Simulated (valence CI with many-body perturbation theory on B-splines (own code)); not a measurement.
## E1 transitions of Hg47+

Level of theory: valence CI with perturbative core correlation (CI+MBPT): five valence electrons over a frozen Dirac-Fock core [Ar] 3d10, a basis of 9 s, 9 p, 8 d, 6 f, 3 g, 1 h functions for each j, with the one-electron correlation potential Σ1 (screened to all orders), the two-electron term Σ2, the three-electron term Σ3, Breit, model QED; selected single and double excitations, second order for the rest (own B-spline code, finite nucleus).

No measured spectrum was set against this ion. As an estimate, large intervals hold to a few tenths of a per cent, small ones and those within an open d or f shell to about a per cent. Among the levels kept, up to 370 cm⁻¹ of a level comes from second order outside the variational space, and about a tenth of that is noise between levels of different J, which matters for small intervals.

Lines 201 to 220 of 220 in falling wavelength, among levels below 3986.7 × 10³ cm⁻¹, chosen from the strongest by gf and those to the six lowest levels. Wavelengths and rates use the calculated energies. Electric multipoles are in the length gauge, E1 and E2 with the static RPA response of the core. Weak lines are less certain than strong ones. Lines between different terms over intervals too small for the method are left out, as are lines whose strength nearly cancels. The highest levels of a list are the least certain.

Levels are named by their leading jj configuration (3d3/2^4 stands for four electrons in 3d with j = 3/2), which in mixed levels can hold well under half, so a name can repeat and another be missing. Letters in brackets count levels of one name in rising energy.

```
λ vac (Å)                               Upper                       Lower   A (s⁻¹)  S (a.u.) with core polarisation  S without
    36.97          (4s^2 4p3/2^2 4d3/2) J=5/2  (4s^2 4p1/2 4p3/2^2) J=3/2  8.71e+11                         1.30e-01   1.38e-01
    36.95          (4s^2 4p3/2^2 4d3/2) J=1/2  (4s^2 4p1/2 4p3/2^2) J=3/2  2.31e+12                         1.15e-01   1.21e-01
    36.79  (4s^2 4p1/2 4p3/2 4d3/2) J=3/2 [b]  (4s^2 4p1/2^2 4p3/2) J=3/2  3.24e+12                         3.18e-01   3.36e-01
    36.67  (4s^2 4p1/2 4p3/2 4d3/2) J=1/2 [b]  (4s^2 4p1/2^2 4p3/2) J=3/2  2.65e+12                         1.29e-01   1.37e-01
    36.39      (4s^2 4p3/2^2 4d3/2) J=3/2 [b]  (4s^2 4p1/2 4p3/2^2) J=5/2  2.48e+09                         2.36e-04   2.49e-04
    35.83          (4s^2 4p3/2^2 4d5/2) J=7/2  (4s^2 4p1/2 4p3/2^2) J=5/2  2.28e+10                         4.15e-03   4.38e-03
    35.76      (4s^2 4p3/2^2 4d3/2) J=3/2 [b]  (4s^2 4p1/2 4p3/2^2) J=3/2  3.92e+10                         3.54e-03   3.74e-03
    35.56  (4s^2 4p1/2 4p3/2 4d5/2) J=3/2 [a]  (4s^2 4p1/2^2 4p3/2) J=3/2  2.10e+09                         1.86e-04   1.96e-04
    35.28  (4s^2 4p1/2 4p3/2 4d5/2) J=5/2 [a]  (4s^2 4p1/2^2 4p3/2) J=3/2  3.71e+10                         4.83e-03   5.10e-03
    33.97  (4s^2 4p1/2 4p3/2 4d5/2) J=5/2 [b]  (4s^2 4p1/2^2 4p3/2) J=3/2  5.48e+10                         6.36e-03   6.72e-03
    33.69  (4s^2 4p1/2 4p3/2 4d5/2) J=3/2 [b]  (4s^2 4p1/2^2 4p3/2) J=3/2  2.77e+10                         2.09e-03   2.21e-03
    33.55      (4s^2 4p1/2 4p3/2 4d5/2) J=1/2  (4s^2 4p1/2^2 4p3/2) J=3/2  1.54e+10                         5.74e-04   6.04e-04
    31.13        (4s 4p1/2 4p3/2^3) J=3/2 [a]  (4s^2 4p1/2^2 4p3/2) J=3/2  1.83e+08                         1.09e-05   1.15e-05
    30.43            (4s 4p1/2 4p3/2^3) J=5/2  (4s^2 4p1/2^2 4p3/2) J=3/2  4.28e+09                         3.57e-04   3.76e-04
    29.59            (4s 4p1/2 4p3/2^3) J=1/2  (4s^2 4p1/2^2 4p3/2) J=3/2  7.88e+09                         2.02e-04   2.13e-04
    29.52        (4s 4p1/2 4p3/2^3) J=3/2 [b]  (4s^2 4p1/2^2 4p3/2) J=3/2  3.78e+07                         1.92e-06   2.08e-06
    26.24      (4s^2 4p3/2^2 4d3/2) J=3/2 [a]  (4s^2 4p1/2^2 4p3/2) J=3/2  8.80e+06                         3.14e-07   3.34e-07
    26.19          (4s^2 4p3/2^2 4d3/2) J=5/2  (4s^2 4p1/2^2 4p3/2) J=3/2  7.00e+06                         3.72e-07   3.78e-07
    26.18          (4s^2 4p3/2^2 4d3/2) J=1/2  (4s^2 4p1/2^2 4p3/2) J=3/2  3.60e+06                         6.37e-08   7.30e-08
    25.58      (4s^2 4p3/2^2 4d3/2) J=3/2 [b]  (4s^2 4p1/2^2 4p3/2) J=3/2  2.47e+08                         8.15e-06   8.66e-06
```
